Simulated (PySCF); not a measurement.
## TDDFT excited states: C7H6BrN

C₇H₆BrN.
Geometry (PBE0-D3(BJ)/def2-SVP, Å), atoms numbered from 1 in this order:
```xyz
15
C7H6BrN angstrom
N      4.0094   -0.4457    0.1220
C      3.1470    0.4484    0.3820
C      1.6794    0.4064    0.2033
C      1.0151   -0.7149   -0.3118
C     -0.3645   -0.7212   -0.4684
C     -1.0987    0.4107   -0.1064
Br    -2.9698    0.4108   -0.3165
C     -0.4630    1.5389    0.4087
C      0.9201    1.5274    0.5591
H      3.5657   -1.2884   -0.2608
H      3.5226    1.3989    0.7999
H      1.5825   -1.6048   -0.5978
H     -0.8757   -1.5976   -0.8698
H     -1.0477    2.4167    0.6882
H      1.4249    2.4098    0.9624
```

Computed with TDDFT B3LYP/def2-SVPD, vertical, gas phase, core orbitals frozen in the response (PySCF 2.14.0, density-fitted response routines). Relativistic effects, spin–orbit coupling among them, are left out although an element past zinc is present.

Q: Predict the UV-vis stick spectrum at this level.

A: 

| state | E (eV) | λ (nm) | f | symmetry | main configurations (H = HOMO, L = LUMO) |
| --- | --- | --- | --- | --- | --- |
| S1 | 4.39 | 282.6 | 0.0018 | – | H-1→L (97%) |
| S2 | 4.69 | 264.1 | 0.252 | A′ | H→L (66%), H→L+1 (18%), H-2→L (12%) |
| S3 | 4.84 | 256.4 | 0.144 | A′ | H-2→L (37%), H→L+1 (33%), H→L (29%) |
| S4 | 5.47 | 226.5 | 0.0003 | – | H→L+2 (97%) |
| S5 | 5.50 | 225.4 | 0.0000 | – | H-3→L (98%) |
| S6 | 5.61 | 221.1 | 0.0000 | – | H-1→L+1 (100%) |

The lowest singlet comes at 283 nm (423 kJ/mol) in the ultraviolet; it is very weak; its leading configuration is HOMO-1→LUMO (97%). The most intense listed level is S2 at 4.69 eV (264 nm, f = 0.252), 0.31 eV above S1. Löwdin shares by element: HOMO carbon 30% or more, bromine 28%, nitrogen 11% (atoms not listed hold the other 31%); LUMO carbon 42% or more, nitrogen 18% (atoms not listed hold the other 39%). The listed states span 1.22 eV, and the widest gap between neighbours is 0.64 eV (S3 to S4). Orbital energies (eV): HOMO-3 -8.36, HOMO-2 -7.90, HOMO-1 -7.63, HOMO -7.07, LUMO -2.06, LUMO+1 -1.22, LUMO+2 -0.58. Weighted by f, the mean energy of these states is 4.75 eV. Symmetry labels in Cs follow from the direction of the transition dipole and are given only for states with f of 0.002 or more. Singlets were solved by full linear response.

Cost: about 1.9 min of CPU time on one thread; the machine was shared, so the figure is rough.

One conformer stands for the species.
